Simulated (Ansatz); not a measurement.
```yaml
crystal:
  periodic: [false, false, false]
  atoms:
    - {symbol: B, position_ang: [-1.572524, 0.218583, -1.115910]}
    - {symbol: Zn, position_ang: [0.035446, 0.072293, 0.147827]}
    - {symbol: N, position_ang: [1.525015, -0.289112, 0.853081]}
    - {symbol: H, position_ang: [-2.010366, -0.545825, -1.741690]}
    - {symbol: H, position_ang: [-2.343784, 1.284025, -1.281783]}
    - {symbol: H, position_ang: [2.224772, -1.157490, 1.189450]}
    - {symbol: H, position_ang: [1.913292, 0.616429, 1.596806]}
basis:
  gaussian: {orbitals: def2-mTZVP}
hamiltonian: {xc: {name: HF}}
correlation: {method: mp2, frozen_orbitals: {B: 0}}
```

```sh
$ ansatz run in.yaml --threads 2 --pin off --events-out ev --progress --plain --max-ram 4352MiB
```

It prints (some lines left out):

```
Functional definition: HF
Error: "frozen_orbitals" has no count for Zn
```

Question: Something in this input is off. What?

Answer: Frozen orbitals are typed for one element alone, and the program wants a count for each. The program refused the input.
